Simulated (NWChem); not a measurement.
System: CH7NOSi; SMILES CN[SiH2]O

Input file for NWChem:

```
start job
memory heap 200 mb stack 900 mb global 1100 mb
geometry units angstroms noautoz
  Si    -0.450498    -0.674178    -0.215823
  O      0.653540    -1.738352     0.453697
  N      0.095109     0.898754    -0.658554
  C      0.128536     2.078719     0.196398
  H     -0.864879    -1.376805    -1.449997
  H     -1.565013    -0.429800     0.742037
  H      0.981153    -1.516958     1.336759
  H      0.673336     0.985926    -1.486956
  H     -0.582749     1.947631     1.018917
  H      1.118751     2.271712     0.637194
  H     -0.174286     2.977663    -0.356183
end
basis spherical
  * library def2-svp
end
dft
  xc xpbe96 cpbe96
  iterations 150
  mulliken
end
task dft energy
```

NWChem printed, in part:

```
             Northwest Computational Chemistry Package (NWChem) 7.3.0
             --------------------------------------------------------

 C1  symmetry detected

                             Geometry "geometry" -> ""
                             -------------------------

 Output coordinates in angstroms (scale by  1.889725989 to convert to a.u.)

  No.       Tag          Charge          X              Y              Z
 ---- ---------------- ---------- -------------- -------------- --------------
    1 Si                  14.0000    -0.49369438     0.64923589    -0.15909965
    2 O                    8.0000     0.67616866     1.80365196     0.15453584
    3 N                    7.0000    -0.26173211    -0.94004671     0.46394702
    4 C                    6.0000     0.44219285    -2.03529938    -0.19125444
    5 H                    1.0000    -1.69237494     1.22297418     0.49095500
    6 H                    1.0000    -0.63791608     0.45927904    -1.62963580
    7 H                    1.0000     1.53269434     1.67412428    -0.27642868
    8 H                    1.0000    -0.39337259    -1.08476336     1.45889584
    9 H                    1.0000     0.46892945    -1.85150541    -1.27067690
   10 H                    1.0000     1.48058169    -2.15660370     0.15386442
   11 H                    1.0000    -0.07720213    -2.98989993    -0.03596796

 Effective nuclear repulsion energy (a.u.)     177.7624760531

  pbe96 is a nonlocal functional; adding pw91lda local functional.

                                 NWChem DFT Module
                                 -----------------

 Summary of "ao basis" -> "ao basis" (spherical)
 ------------------------------------------------------------------------------
       Tag                 Description            Shells   Functions and Types
 ---------------- ------------------------------  ------  ---------------------
 Si                         def2-svp                 8       18   4s3p1d
 O                          def2-svp                 6       14   3s2p1d
 N                          def2-svp                 6       14   3s2p1d
 C                          def2-svp                 6       14   3s2p1d
 H                          def2-svp                 3        5   2s1p

            General Information
            -------------------
          SCF calculation type: DFT
          Wavefunction type:  closed shell.
          No. of atoms     :    11
          No. of electrons :    42
           Alpha electrons :    21
            Beta electrons :    21
          Charge           :     0
          Spin multiplicity:     1
          Use of symmetry is: off; symmetry adaption is: off
          Maximum number of iterations: 150
          AO basis - number of functions:    95
                     number of shells:    47
          Convergence on energy requested:  1.00D-06
          Convergence on density requested:  1.00D-05
          Convergence on gradient requested:  5.00D-04

              XC Information
              --------------
          PerdewBurkeErnzerhof Exchange Functional  1.000
            Perdew 1991 LDA Correlation Functional  1.000 local
           PerdewBurkeErnz. Correlation Functional  1.000 non-local

             Grid Information
             ----------------
          Grid used for XC integration:  medium
          Radial quadrature: Mura-Knowles
          Angular quadrature: Lebedev.
          Tag              B.-S. Rad. Rad. Pts. Rad. Cut. Ang. Pts.
          ---              ---------- --------- --------- ---------
          Si                  1.10       88          10.0       590
          O                   0.60       49          12.0       434
          N                   0.65       49           9.0       434
          C                   0.70       49          11.0       434
          H                   0.35       45          12.0       434
          Grid pruning is: on
          Number of quadrature shells:   550
          Spatial weights used:  Erf1

      Superposition of Atomic Density Guess
      -------------------------------------

 Sum of atomic energies:        -458.79364338

      Non-variational initial energy
      ------------------------------

 Total energy =    -460.720014
 1-e energy   =    -983.895050
 2-e energy   =     345.412560
 HOMO         =      -0.305990
 LUMO         =       0.064553

     ---------------------------------------------
      Total Density - Mulliken Population Analysis
     ---------------------------------------------

    Atom       Charge   Shell Charges
 -----------   ------   -------------------------------------------------------
    1 Si  14    13.07   2.00  1.99  0.92  0.19  5.93  0.99  0.76  0.28
    2 O    8     8.79   1.99  1.11  0.64  3.09  1.95  0.00
    3 N    7     7.76   1.99  1.03  0.47  2.54  1.71  0.01
    4 C    6     6.01   1.99  0.93  0.19  1.94  0.93  0.04
    5 H    1     1.10   0.71  0.38  0.01
    6 H    1     1.11   0.71  0.39  0.01
    7 H    1     0.65   0.52  0.07  0.06
    8 H    1     0.75   0.60  0.11  0.04
    9 H    1     0.92   0.68  0.21  0.02
   10 H    1     0.92   0.69  0.21  0.02
   11 H    1     0.92   0.69  0.21  0.02

[...]
```

Level: PBE/def2-SVP. All runs use the structure optimised with B3LYP/6-31G* (spherical d).
